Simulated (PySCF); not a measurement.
# Löwdin shares of the frontier orbitals

Cyclo-(F2SnO)3.
Z-matrix (Å and degrees, PBE0-D3(BJ)/def2-SVP geometry), rows numbered from 1:
```
Sn
F   1  1.9056
F   1  1.9079  2  106.66
O   1  1.9506  2  110.32  3  -119.41
Sn  4  1.9507  1  130.00  2  -131.52
F   5  1.9075  4  109.66  1   122.09
F   5  1.9060  4  110.10  1  -120.81
O   5  1.9521  4  109.59  1     0.56
Sn  8  1.9524  5  129.60  4    11.31
F   9  1.9071  8  110.34  5   109.66
F   9  1.9066  8  109.98  5  -132.54
O   1  1.9514  2  110.34  3   119.28
```

Theory: TDDFT PBE0/def2-SVPD, vertical, gas phase, core orbitals frozen in the response, def2 core potentials past Kr (PySCF). Spin–orbit coupling is left out.

Kohn–Sham orbitals with the atoms that hold most of them (Löwdin shares over 4%, at most four atoms; ? is withheld):

```json
{"orbital": "LUMO+2", "ε (eV)": "-3.07", "atoms": "Sn5 16%, O8 16%, Sn9 14%, O4 10%"}
{"orbital": "LUMO+1", "ε (eV)": "-3.08", "atoms": "Sn1 18%, O12 14%, O4 13%, Sn9 9%"}
{"orbital": "LUMO", "ε (eV)": "?", "atoms": "Sn9 13%, Sn5 13%, Sn1 12%, O8 10%"}
{"orbital": "HOMO", "ε (eV)": "-10.98", "atoms": "O4 47%, O12 40%"}
{"orbital": "HOMO-1", "ε (eV)": "-10.99", "atoms": "O8 57%, O12 19%, O4 14%"}
{"orbital": "HOMO-2", "ε (eV)": "-11.06", "atoms": "O12 46%, O4 40%"}
{"orbital": "HOMO-3", "ε (eV)": "-11.07", "atoms": "O8 53%, O4 19%, O12 15%"}
```

Problem. What is the LUMO energy, and the HOMO–LUMO gap?

Solution. ε(LUMO) = -4.72 eV; the gap is 6.26 eV (0.2301 hartree).

Problem. The HOMO–LUMO gap is 6.26 eV. Where does the response calculation put the lowest singlet, and from which orbitals?

Solution. S1 is at 4.91 eV (f = 0.0021), 1.36 eV below the gap, made of HOMO-2→LUMO (65%), HOMO-1/HOMO→LUMO (≥31%). S1/S2 lie within about 0.01 eV of each other. Its leading pair isn't HOMO and LUMO; the energies of that pair differ by 6.34 eV. Without the coupling terms of the response equations the lowest excitation would equal the gap.

Next come S2 at 4.91 eV (f 0.0021), HOMO-3→LUMO (68%), HOMO-1/HOMO→LUMO (≥28%); S3 at 5.17 eV (f 0.084), HOMO-1/HOMO→LUMO (≥67%), HOMO-3→LUMO (19%); S4 at 5.18 eV (f 0.085), HOMO-1/HOMO→LUMO (≥64%), HOMO-2→LUMO (23%); S5 at 5.31 eV (f 0.062), HOMO-4→LUMO (91%).

Orbitals of the list HOMO-3 to LUMO+2 that lie within 0.01 eV of each other are written together with a slash and their weights summed (≥ marks a lower bound); for degenerate orbitals outside that list single weights are arbitrary.

Löwdin shares depend on the basis, the more so with diffuse functions.

One conformer stands for the species.
